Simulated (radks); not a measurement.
The numbers below are computed, except where a source is named.
Question: Species: Kr. Configuration: [Kr]. Code: a radial shooting solver on a logarithmic mesh with Libxc functionals. Model: scalar-relativistic Kohn-Sham, PBE, spin-polarised, spherical densities, point nucleus; hard spherical wall at 12 bohr. Some entries of the table are withheld. Estimate them.

orbital  occ.  eigenvalue (eV)  r(max) (bohr)
1s          2              (1)            (2)
2s          2        -1864.472         0.1542
2p          6        -1648.465            (3)
3s          2        -263.9693         0.4670
3p          6        -195.1903         0.4632
3d         10         -81.4014         0.4113
4s          2         -23.0490            (4)
4p          6          -9.2474          1.553
5s          0              (5)          4.931
5p          0           1.1326          6.492
4d          0           2.0443          6.609

Answer: 
(1) 1s eigenvalue (eV): -14158.64
(2) 1s r(max) (bohr): 0.02708
(3) 2p r(max) (bohr): 0.1234
(4) 4s r(max) (bohr): 1.340
(5) 5s eigenvalue (eV): -0.2824
